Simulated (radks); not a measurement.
Values are calculated unless marked as measured or tabulated.
Ga24+, 7 electrons, occupied as [He] 2s2 2p3 (the NIST ground configuration). Code: a radial shooting solver on a logarithmic mesh with Libxc functionals. Model: scalar-relativistic Kohn-Sham, LB94 model potential, spin-polarised, spherical densities, finite nucleus; open shells are filled with parallel spins first; Fermi nuclear charge, rms radius 3.9973 fm.

Unscreened Slater integrals over Kohn-Sham orbitals (hartree). They are taken over the spin-up orbitals.

integral     value
F0(2p,2p)   5.1161
F2(2p,2p)   2.4422
F0(2p,2s)   4.6597
G1(2p,2s)   2.6331
F0(2p,1s)   6.9362
G1(2p,1s)   1.2988
F0(2s,2s)   4.3734
F0(2s,1s)   6.1286
G0(2s,1s)  0.59802
F0(1s,1s)   19.438

Derived for the open shells (J is the average intra-shell exchange parameter used in DFT+U). 2p: J = F2/5 = 0.4884 hartree.
